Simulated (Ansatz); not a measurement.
`[SiH3]N[SiH2][SeH]`, relaxed with RKS PBE-D4/def2-SVP in Ansatz 0.2.0 from a rough embedded geometry. The force threshold is 0.03 eV/Å; the program also tests the step.

Total charge 0; spin multiplicity 1.

Start:

```xyz
11

Si    0.267    1.568    0.301
N     0.581    0.265   -0.849
Si   -0.701   -0.928   -0.600
Se   -0.518   -2.030    1.362
H     0.351    1.099    1.704
H     1.384    2.626    0.136
H    -1.009    2.252    0.041
H     1.434   -0.180   -0.576
H    -0.699   -1.895   -1.757
H    -2.047   -0.263   -0.647
H     0.957   -2.515    0.885
```

Question: By how much does the energy fall, and how many steps does the optimiser take? (Estimate.)

Answer: Computed: 58.99 kJ/mol, in 15 steps, 1 of them rejected.

Question: Which bonds change most? (Best estimate.)

Answer: Computed: Se4–H11 from 1.624 to 1.487 Å; Si3–Se4 from 2.258 to 2.311 Å; Si1–H6 from 1.548 to 1.506 Å; Si1–H7 from 1.472 to 1.503 Å.

Question: Give the relaxed structure. (An estimate is asked.)

Answer: Computed: 
```xyz
11

Si    0.403    1.695    0.434
N     0.524    0.274   -0.596
Si   -0.638   -1.026   -0.714
Se   -1.009   -2.216    1.233
H     1.144    1.563    1.741
H     0.960    2.895   -0.288
H    -1.058    1.896    0.719
H     1.446    0.064   -0.993
H    -0.149   -1.932   -1.809
H    -2.010   -0.490   -1.003
H     0.388   -2.724    1.276
```
